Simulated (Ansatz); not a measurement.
Cost and result for the atomization energy of CH3ClGeO, SMILES `O=[CH][GeH2][Cl]` (7 atoms, 6 bonds).

```xyz
7

O     0.190   -2.000   -0.800
C    -0.147   -1.223    0.046
Ge    0.165    0.747   -0.179
Cl   -0.619    1.683    1.598
H    -0.644   -1.563    0.982
H     1.663    1.062   -0.261
H    -0.608    1.294   -1.385
```

Charge 0, multiplicity 1. Correlated methods include outer-core shells of Ge, which these sets cover unevenly. Scalar relativity is left out up to krypton. All single points use the PBE0-D4/def2-TZVP geometry. It is one conformer, not always the lowest. Program: Ansatz. All runs use 2 threads of an Arm Neoverse V2 on a shared host. Times are those of one run each, without the atoms' runs, and a repeat can differ threefold. Electronic energies, without spin–orbit coupling; frozen cores. CCSD(T)/CBS adds CCSD(T) − MP2 in def2-TZVPP to the MP2 limit, and its time is that of the two runs behind it. T1 = 0.013. With those shells the extrapolation isn't a true limit. HSE06 is the plane-wave form, built on full-range PBE exchange.

CCSD(T)/CBS is a level of theory with its own doubt, some kJ/mol a heavy atom from the limit and from the frozen cores, so smaller differences don't rank the functionals.

```csv
level,functions,wall time
PBE-D4/def2-TZVPP (with forces),194,2.9 s
BHLYP-D4/def2-TZVPP,194,3.9 s
HSE06-D4/def2-TZVPP,194,4 s
CAM-B3LYP-D4/def2-TZVPP,194,4.3 s
CCSD(T)/def2-SVP,93,5.5 s
r2SCANh-D4/def2-TZVPP,194,6.5 s
B2PLYP/def2-TZVPP,194,6.5 s
ωB97X-V/def2-TZVPP,194,9.5 s
B97M-V/def2-TZVPP,194,12 s
ωB97M-V/def2-TZVPP (with forces),194,14 s
MP2/def2-QZVPP,363,22 s
CCSD(T)/def2-TZVPP,194,110 s
CCSD(T)/CBS(def2),–,2.2 min
```

**Question.** What atomization energy does each give, and how far from CCSD(T)/CBS? (Estimate.)

**Answer.** The calculation gave: 
```csv
level,atomization (kcal/mol),difference from CCSD(T)/CBS,per bond
PBE-D4/def2-TZVPP (with forces),576.7,14.1,2.3
BHLYP-D4/def2-TZVPP,535.5,-27.1,-4.5
HSE06-D4/def2-TZVPP,561.0,-1.6,-0.3
CAM-B3LYP-D4/def2-TZVPP,560.1,-2.5,-0.4
CCSD(T)/def2-SVP,526.4,-36.2,-6.0
r2SCANh-D4/def2-TZVPP,559.1,-3.5,-0.6
B2PLYP/def2-TZVPP,554.3,-8.3,-1.4
ωB97X-V/def2-TZVPP,564.9,2.3,0.4
B97M-V/def2-TZVPP,567.6,5.0,0.8
ωB97M-V/def2-TZVPP (with forces),561.2,-1.4,-0.2
MP2/def2-QZVPP,569.5,6.9,1.1
CCSD(T)/def2-TZVPP,548.5,-14.1,-2.3
CCSD(T)/CBS(def2),562.6,0.0,0.0
```

From PBE to PBE0 (25 % exact exchange), in def2-TZVPP and without D4, the atomization energy moves by −15.6 kcal/mol: exact exchange takes away binding that semilocal exchange gives to molecules. The D4 term adds +5.5 kcal/mol with B3LYP and +2.8 kcal/mol with PBE0; it sums over pairs of atoms, weighted by their polarisabilities, and B3LYP, whose exchange is more repulsive, gets the larger term. At CCSD(T), def2-SVP lies −36.2 kcal/mol from the extrapolated value and def2-TZVPP −14.1 kcal/mol: correlation converges slowly with the basis, and small sets miss more of it in the bonded molecule than in its fragments.

B3LYP here is the variant with VWN-RPA as its local correlation; programs differ in this.
